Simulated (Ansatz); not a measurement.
Reaction: SiH3Se (SMILES [SiH2][SeH], doublet) → SiH3Se (SMILES [SiH3][Se], doublet)
Each species at its own B3LYP-D3(BJ)/def2-TZVP minimum (Ansatz, a first-principles code).

Total energies in hartree (Ansatz). UHF or UKS for unpaired electrons; spin-orbit terms are left out. Cores are frozen in correlated methods (noble-gas shells, and filled d and f shells in the p block). No relativity.

| species | HF/def2-TZVPP | CCSD(T)/def2-TZVPP | HF/def2-QZVPP | CCSD(T)/def2-QZVPP | CCSDT(Q)/def2-TZVPP |
|---|---|---|---|---|---|
| 1: SiH3Se (SMILES [SeH][SiH2], doublet) | -2690.51780 | -2690.83104 | -2690.57420 | -2690.90797 | -2690.83297 |
| 2: SiH3Se (SMILES [Se][SiH3], doublet) | -2690.54400 | -2690.84751 | -2690.60061 | -2690.92418 | -2690.84925 |

Question: Work out the isomerisation energy (electronic) in kcal/mol: take Hartree-Fock from def2-QZVPP, extrapolate the CCSD(T) correlation energy as X^-3 (X = 3, 4), and add CCSDT(Q) - CCSD(T) in def2-TZVPP. 1 hartree = 627.51 kcal/mol.

Answer: 
Species 1: correlation (64·(-0.33377) - 27·(-0.31324))/37 = -0.34875; step -0.00193; E1 = -2690.57420 + (-0.34875) + (-0.00193) = -2690.92488
Species 2: correlation (64·(-0.32357) - 27·(-0.30351))/37 = -0.33821; step -0.00174; E2 = -2690.60061 + (-0.33821) + (-0.00174) = -2690.94056
-1·E1 +1·E2 = -0.01568 hartree = -9.8 kcal/mol.
